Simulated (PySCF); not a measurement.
A calculated (MN15, PySCF 2.14, x2c-TZVPall, scalar relativity by spin-free X2C-1e) atom or ion has these occupied shells.

```tsv
shell	electrons	orbital energy (eV)	rms radius, mean of both spins (bohr)
1s α	1	-32957.1	0.0311
1s β	1	-32957.1	0.0311
2s α	1	-5053.6	0.127
2s β	1	-5053.5	0.127
2p α	3	-4566.5	0.113
2p β	3	-4566.5	0.113
3s α	1	-1011.6	0.340
3s β	1	-1011.5	0.340
3p α	3	-855.10	0.337
3p β	3	-855.09	0.337
3d β	5	-608.55	0.314
3d α	5	-608.55	0.314
4s α	1	-180.48	0.791
4s β	1	-180.46	0.791
4p α	3	-130.29	0.848
4p β	3	-130.23	0.848
4d α	5	-53.527	0.997
4d β	5	-53.448	0.997
5s α	1	-20.376	2.10
5s β	1	-19.218	2.10
5p α	3	-9.075	2.62
5p β	2	-8.337	2.62
```

Task: Name the element and its charge.

Result: I (iodine, neutral), in [Kr] 4d10 5s2 5p5, 2P determinant.
